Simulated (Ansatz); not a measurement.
Program: Ansatz. Geometries: PBE0-D4/def2-TZVP. ΔE: electronic, gas phase. CCSD(T)/CBS is the MP2 limit (def2-TZVPP, def2-QZVPP) plus CCSD(T) − MP2 in def2-TZVPP, frozen cores. Functionals use def2-TZVPP. Each species was taken in one conformer, which may not be the lowest.

Reaction (cleavage of the P–Si bond): `P[SiH2][AlH][Cl]` + `PBS` → `PBSP` + `[SiH3][AlH][Cl]`

```csv
level,ΔE (kcal/mol)
BLYP-D4,4.6
r2SCANh,6.0
HF/def2-SVP,5.4
MP2/def2-SVP,7.0
```

Question: What does CCSD(T)/CBS give? (An estimate is asked.)

Answer: Computed: +5.3 kcal/mol. The listed levels differ from it by -0.7, 0.7, 0.1, 1.7 kcal/mol.

Question: What do rigid-rotor, harmonic-oscillator terms from PBE0-D4/def2-TZVP frequencies (298.15 K, 1 bar) make of the CCSD(T)/CBS value? (Estimate.)

Answer: Ansatz gave: ΔZPE = -0.5 kcal/mol, ΔH = +4.9 kcal/mol, ΔS = 5 J/(mol·K), ΔG = +4.5 kcal/mol. Modes under 50 cm⁻¹ make the entropy rough.

Largest T1 diagnostic among the species: 0.016.

Leaving LDA and LC-ωPBE aside and taking each functional with its dispersion term where it has one, the values, not all of them listed here, spread over 1.7 kcal/mol, from BLYP-D4 to B97M-V. In def2-TZVPP, CCSD(T) changes the Hartree–Fock value by +2.0 kcal/mol (the triples alone add +0.1 kcal/mol) and MP2 by +1.4 kcal/mol.
